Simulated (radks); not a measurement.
Effect of the nuclear size on neutral vanadium, [Ar] 3d3 4s2. Calculated with a radial shooting solver on a logarithmic mesh with Libxc functionals: Dirac Kohn-Sham, relativistic LDA (MacDonald-Vosko exchange, VWN5 correlation), spin-unpolarised, spherical densities, finite nucleus; open shells are shared between the two j in proportion to 2j + 1; Fermi nuclear charge, rms radius 3.6002 fm. The rms radius is varied about that value; shifts are against it.

rms radius (fm)	total energy shift (eV)	density at nucleus (e/bohr^3)	1s1/2 shift (meV)	2s1/2 shift (meV)	3s1/2 shift (meV)
3.2258	-0.0117	9829	-4.92	-0.418	-0.056
3.4382	-0.00519	9808	-2.19	-0.186	-0.025
3.6002	0	9793	0.000	0.000	0.000
3.7658	0.00555	9778	2.34	0.199	0.027
4.0538	0.0158	9754	6.65	0.565	0.075

Slopes of the eigenvalues against <r^2> in GHz/fm^2, as finite differences over the two radii next to the reference (eigenvalue slopes, not the field-shift constants of lines): 1s1/2 464, 2s1/2 39.5, 3s1/2 5.26.
